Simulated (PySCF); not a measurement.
C3H8Si, charge -1, doublet, at a GFN2-xTB geometry (a state made from the parent by changing its charge; the spin is typed, not shown lowest) (in this run its highest filled SCF level lies above zero, so its values depend strongly on the basis, on diffuse functions most of all); DF-BLYP/6-31+G* run with PySCF.

PySCF was given this input:
```python
from pyscf import gto, scf, dft

mol = gto.Mole()
mol.atom = '''
    C     0.873590    0.230566    1.039059
    C     1.006530   -0.637008   -0.205170
    Si   -0.794151   -0.269222   -0.784211
    C    -0.320921    1.093629    0.649329
    H     1.785977    0.792406    1.308709
    H     0.617169   -0.396613    1.902761
    H     1.773126   -0.246087   -0.884260
    H     1.290369   -1.675189    0.016458
    H    -1.857565   -0.973564   -0.002385
    H    -0.870990   -1.228733   -2.017227
    H     0.017577    2.063452    0.261074
    H    -0.992741    1.310315    1.494512
'''
mol.basis = '6-31+g*'
mol.charge = -1
mol.spin = 1
mol.verbose = 4
mol.build()

mf = dft.UKS(mol)
mf.xc = 'blyp'
mf = mf.density_fit(auxbasis='def2-universal-jkfit')
mf.kernel()
```

### Question
Write the output that PySCF gives for this input, abridged.

### Answer

```
PySCF version 2.14.0

[INPUT] verbose = 4
[INPUT] num. atoms = 12
[INPUT] num. electrons = 41
[INPUT] charge = -1
[INPUT] spin (= nelec alpha-beta = 2S) = 1
[INPUT] symmetry False subgroup None
[INPUT] Mole.unit = angstrom
[INPUT] Symbol           X                Y                Z      unit          X                Y                Z       unit  Magmom
[INPUT]  1 C      0.873590000000   0.230566000000   1.039059000000 AA    1.650845845159   0.435706593636   1.963536937264 Bohr   0.0
[INPUT]  2 C      1.006530000000  -0.637008000000  -0.205170000000 AA    1.902066036158  -1.203770659157  -0.387715108977 Bohr   0.0
[INPUT]  3 Si    -0.794151000000  -0.269222000000  -0.784211000000 AA   -1.500727891549  -0.508755846708  -1.481944013871 Bohr   0.0
[INPUT]  4 C     -0.320921000000   1.093629000000   0.649329000000 AA   -0.606452797622   2.066659291882   1.227053974738 Bohr   0.0
[INPUT]  5 H      1.785977000000   0.792406000000   1.308709000000 AA    3.375007394772   1.497430319462   2.473101586753 Bohr   0.0
[INPUT]  6 H      0.617169000000  -0.396613000000   1.902761000000 AA    1.166280382572  -0.749489947442   3.595697170504 Bohr   0.0
[INPUT]  7 H      1.773126000000  -0.246087000000  -0.884260000000 AA    3.350722524346  -0.465037032816  -1.671009222908 Bohr   0.0
[INPUT]  8 H      1.290369000000  -1.675189000000   0.016458000000 AA    2.438444009629  -3.165648416884   0.031101112558 Bohr   0.0
[INPUT]  9 H     -1.857565000000  -0.973564000000  -0.002385000000 AA   -3.510289108578  -1.839769324736  -0.004506996807 Bohr   0.0
[INPUT] 10 H     -0.870990000000  -1.228733000000  -2.017227000000 AA   -1.645932557235  -2.321968850215  -3.812006561078 Bohr   0.0
[INPUT] 11 H      0.017577000000   2.063452000000   0.261074000000 AA    0.033215716091   3.899359151186   0.493358358245 Bohr   0.0
[INPUT] 12 H     -0.992741000000   1.310315000000   1.494512000000 AA   -1.876008602627   2.476136486909   2.824218369876 Bohr   0.0

nuclear repulsion = 165.392956814129
number of shells = 50
number of NR pGTOs = 180
number of NR cGTOs = 92
basis = 6-31+g*
ecp = {}

******** <class 'pyscf.df.df_jk.DFUKS'> ********
method = DFUKS
initial guess = minao
damping factor = 0
level_shift factor = 0
DIIS = <class 'pyscf.scf.diis.CDIIS'>
diis_start_cycle = 1
diis_space = 8
diis_damp = 0
SCF conv_tol = 1e-09
SCF conv_tol_grad = None
SCF max_cycles = 50
direct_scf = False
number electrons alpha = 21  beta = 20
XC library pyscf.dft.libxc version 7.1.2
    S. Lehtola, C. Steigemann, M. J. T. Oliveira, and M. A. L. Marques,  SoftwareX 7, 1–5 (2018)
XC functionals = blyp
    A. D. Becke,  Phys. Rev. A 38, 3098 (1988)
    C. Lee, W. Yang, and R. G. Parr,  Phys. Rev. B 37, 785 (1988)
    B. Miehlich, A. Savin, H. Stoll, and H. Preuss,  Chem. Phys. Lett. 157, 200 (1989)
radial grids:
    Treutler-Ahlrichs [JCP 102, 346 (1995); DOI:10.1063/1.469408] (M4) radial grids

becke partition: Becke, JCP 88, 2547 (1988); DOI:10.1063/1.454033
pruning grids: <function nwchem_prune>
grids dens level: 3
symmetrized grids: False
atomic radii adjust function: <function treutler_atomic_radii_adjust>
small_rho_cutoff = 0
Set gradient conv threshold to 3.16228e-05
tot grids = 140000
init E= -408.495448557174

cycle= 1 E= -408.270648510385  delta_E= 0.225  |g|= 0.514  |ddm|= 2.58
cycle= 2 E= -407.230967703599  delta_E= 1.04  |g|= 1.34  |ddm|= 46.4
cycle= 3 E= -408.437418591988  delta_E= -1.21  |g|= 0.0994  |ddm|= 45.8
cycle= 4 E= -408.439636957133  delta_E= -0.00222  |g|= 0.0907  |ddm|=  2.9
cycle= 5 E= -408.444584843234  delta_E= -0.00495  |g|= 0.0235  |ddm|= 1.43
cycle= 6 E= -408.44490174539  delta_E= -0.000317  |g|= 0.00538  |ddm|= 0.238
cycle= 7 E= -408.444917432986  delta_E= -1.57e-05  |g|= 0.002  |ddm|= 0.0517
cycle= 8 E= -408.444921426671  delta_E= -3.99e-06  |g|= 0.000544  |ddm|= 0.0615
cycle= 9 E= -408.444921699096  delta_E= -2.72e-07  |g|= 0.000181  |ddm|= 0.022
cycle= 10 E= -408.444921721963  delta_E= -2.29e-08  |g|= 6.89e-05  |ddm|= 0.00116
cycle= 11 E= -408.444921724089  delta_E= -2.13e-09  |g|= 4.25e-05  |ddm|= 0.000303
cycle= 12 E= -408.44492172529  delta_E= -1.2e-09  |g|= 1.11e-05  |ddm|= 0.000917
cycle= 13 E= -408.444921725369  delta_E= -7.92e-11  |g|= 3.95e-06  |ddm|= 0.000199
Extra cycle  E= -408.444921725358  delta_E= 1.06e-11  |g|= 5.69e-06  |ddm|= 0.000122
converged SCF energy = -408.444921725358  <S^2> = 0.75162596  2S+1 = 2.0016253
```
